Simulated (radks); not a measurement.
Removal energies from the mercury ion Hg11+, [Xe] 4f14 5d(3/2: 1, 5/2: 0), by Delta-SCF beside the eigenvalue of the level emptied. Method: Dirac Kohn-Sham, relativistic LDA (MacDonald-Vosko exchange, VWN5 correlation), spin-unpolarised, spherical densities, finite nucleus; Fermi nuclear charge, rms radius of each element as measured or else 0.836 A^(1/3) + 0.57 fm; computed with a radial shooting solver on a logarithmic mesh with Libxc functionals. Sub-shells are occupied by j as written (lower j first in brackets).

[
 {"removed from": "5d3/2", "final configuration": "[Xe] 4f14", "Delta-SCF (eV)": "193.52", "-eigenvalue (eV)": "183.44"},
 {"removed from": "5p3/2", "final configuration": "[Kr] 4d10 4f14 5s2 5p(1/2: 2, 3/2: 3) 5d(3/2: 1, 5/2: 0)", "Delta-SCF (eV)": "254.76", "-eigenvalue (eV)": "243.48"},
 {"removed from": "5p1/2", "final configuration": "[Kr] 4d10 4f14 5s2 5p(1/2: 1, 3/2: 4) 5d(3/2: 1, 5/2: 0)", "Delta-SCF (eV)": "277.05", "-eigenvalue (eV)": "265.05"},
 {"removed from": "4f7/2", "final configuration": "[Xe] 4f(5/2: 6, 7/2: 7) 5d(3/2: 1, 5/2: 0)", "Delta-SCF (eV)": "309.06", "-eigenvalue (eV)": "290.03"}
]
